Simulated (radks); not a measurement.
The nuclear charge of the zirconium ion Zr2+ is varied continuously with 38 electrons held in [Kr] 4d2. All-electron calculation, scalar-relativistic Kohn-Sham, r2SCAN, spin-polarised, spherical densities, finite nucleus; open shells are filled with parallel spins first (spin-orbit coupling, left out, can overturn this in heavy ions); meta-GGA in the generalised Kohn-Sham scheme; Fermi nuclear charge, rms radius 4.2694 fm. Program: a radial shooting solver on a logarithmic mesh with Libxc functionals. By the Hellmann-Feynman theorem dE/dZ = E(electron-nucleus)/Z, the electronic potential at the nucleus (averaged over a nucleus of fixed radius). The scalar-relativistic energy here is not variational (the density holds large components alone), so the two differ by a part that grows with Z.

\begin{tabular}{lrrrrr}
Z & E (hartree) & E(electron-nucleus)/Z (hartree) & HOMO & e(HOMO) (eV) & <r> HOMO (bohr) \\ \hline
39.5 & -3490.98151 & -212.483 & 4d & -12.090 & 2.204 \\
40 & -3598.34518 & -216.096 & 4d & -17.781 & 1.985 \\
40.5 & -3707.52448 & -219.706 & 4d & -24.182 & 1.824 \\
41 & -3818.51948 & -223.317 & 4d & -31.222 & 1.697 \\
\end{tabular}

The central difference of E at Z = 40 is -216.543 hartree, to compare with the third column; the second derivative is -7.26 hartree.
